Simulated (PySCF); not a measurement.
Cost against size for one kind of job: PBE0-D3(BJ)/def2-SVP geometry optimisation, gas phase in PySCF; work: geometry optimisation from a GFN2-xTB start. Hardware: one thread of an Arm Neoverse N1, no GPU, on a shared host. Times come from a shared host and carry two figures at best.

```json
{"species (SMILES)": "[NH3]->[Cu][SH]", "atoms": "7", "electrons": "56", "basis functions": "83", "SCF cycles": "35", "gradient evaluations": "5", "wall time": "?"}
{"species (SMILES)": "C#CC1=C[C@H]1C(F)F", "atoms": "12", "electrons": "58", "basis functions": "132", "SCF cycles": "139", "gradient evaluations": "21", "wall time": "3.3 min"}
{"species (SMILES)": "CNCC(C)C", "atoms": "19", "electrons": "50", "basis functions": "149", "SCF cycles": "26", "gradient evaluations": "4", "wall time": "54 s"}
{"species (SMILES)": "CN1CC[C@H](F)C1=O", "atoms": "16", "electrons": "62", "basis functions": "152", "SCF cycles": "29", "gradient evaluations": "4", "wall time": "?"}
{"species (SMILES)": "c1ccc2c(c1)CC2", "atoms": "16", "electrons": "56", "basis functions": "152", "SCF cycles": "20", "gradient evaluations": "3", "wall time": "?"}
{"species (SMILES)": "CC1(C)CCCS1(=O)=O", "atoms": "21", "electrons": "80", "basis functions": "190", "SCF cycles": "123", "gradient evaluations": "19", "wall time": "11 min"}
{"species (SMILES)": "C/C=C\\[PH+]1C=CCC=C1", "atoms": "21", "electrons": "74", "basis functions": "190", "SCF cycles": "104", "gradient evaluations": "14", "wall time": "7.5 min"}
```

**Question.** Estimate the withheld figures.

**Answer.** `[NH3]->[Cu][SH]`: 19 s; `CN1CC[C@H](F)C1=O`: 51 s; `c1ccc2c(c1)CC2`: 43 s.

**Question.** With all rows, how does the wall time grow with the number of basis functions N?

**Answer.** A straight line through log(time) against log(N) has slope 3.6 between N = 83 and 190, and the rows scatter about it by a factor of about 2.6 (standard error of the fit). This is a fit to these rows, whose iteration counts differ, not the method's formal scaling.

**Question.** Which species took longest, and how many times the shortest run?

**Answer.** `CC1(C)CCCS1(=O)=O`, at 11 min: about 35 times the shortest (19 s).
